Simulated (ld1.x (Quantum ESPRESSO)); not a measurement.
**Pr: one change to a TM potential, before and after**

Pr (Z = 59), norm-conserving Troullier–Martins (Kleinman–Bylander form), made with ld1.x (Quantum ESPRESSO) 7.5 (PBE, fully relativistic). Core [Xe] 4f2, reference 5d1 6s1.5 6p0.5. Waves: 6s (bound): rc 2.70 bohr; 6p (bound): rc 3.25 bohr; 5d (bound): rc 2.45 bohr. Local part: all-electron potential smoothed inside 2.95 bohr (lloc = -1). Core correction: Bessel-smoothed model core inside 1.65 bohr.

Open shells are filled in proportion to 2j + 1 (rel_dist='average').

All-electron outer shells of the reference configuration (PBE, scalar-relativistic, ld1.x):

```csv
shell,level (eV),outermost node (bohr),outermost maximum (bohr)
5p,-24.56,0.79,1.51
4f,-6.81,–,0.68
6s,-4.14,1.77,3.66
5d,-3.47,0.90,2.11
6p,-1.62,2.10,4.76
```

Change: core correction none.

Cutoffs: the cutoffs (Ry, on a coarse ladder) from which the occupation-weighted sum of valence levels, in a spherical-Bessel basis at the reference potential, stays within 10 and 1 mRy of its value at 400 Ry; they do not see the model core or the augmentation charge, which bear on the density cutoff. Errors are all-electron minus pseudo energies relative to the spin-unpolarised reference configuration.

Q: Predict the effect on cutoff, ghosts and configuration errors.

A: The potential gets neither clearly harder nor softer (12 Ry and 21 Ry → 12 Ry and 21 Ry); both files keep a bound ghost (s); the number of tests that count goes from 6 to 7; of the 6 tests that both files solve, the error grows in 3 and shrinks in 1 by more than 15 % and 0.3 meV (median size 51.8 → 137.7 meV).

```tsv
quantity	base	changed
cutoff, loose	12 Ry	12 Ry
cutoff, tight	21 Ry	21 Ry
bound ghosts	s	s
tests counted (converged, no solver errors)	6 of 7	7 of 7
error for 5d1 6s2 6p0, meV [ΔE -1.24 eV]	-1.5	+1.7
error for 5d1 6s1 6p0, meV [ΔE 4.93 eV]	-5.5	+1.0
error for 5d1 6s0 6p0, meV [ΔE 16.19 eV]	-43	+217
error for 5d2 6s1 6p0, meV [ΔE -0.22 eV]	-60	+59
error for 5d2 6s0 6p0, meV [ΔE 5.22 eV]	-61	+246
error for 5d1 6s0 6p1, meV [ΔE 8.05 eV]	+171	+472
s: phases at 3.55 bohr within 0.05 rad from the reference energy up to (Ry; the scan ends near 5)	2.6	2.6
p1/2: phases at 3.55 bohr within 0.05 rad from the reference energy up to (Ry; the scan ends near 5)	-0.0	-0.0
p3/2: phases at 3.55 bohr within 0.05 rad from the reference energy up to (Ry; the scan ends near 5)	-0.1	-0.1
d3/2: phases at 3.55 bohr within 0.05 rad from the reference energy up to (Ry; the scan ends near 5)	to the end of the scan	to the end of the scan
d5/2: phases at 3.55 bohr within 0.05 rad from the reference energy up to (Ry; the scan ends near 5)	to the end of the scan	to the end of the scan
```

Base: Tests not counted: 5d0 6s2 6p1 (solver errors, printed error -819 meV). Changed file: These tests converged, but a pseudo level misses the all-electron one widely, so the file describes the atom poorly there or has found another state: 5d1 6s0 6p0: empty 6p by 2.6 eV. A true bound ghost makes a file unfit for plane-wave use even where its test errors are small: the radial tests pick states by their node count and pass the ghost by.
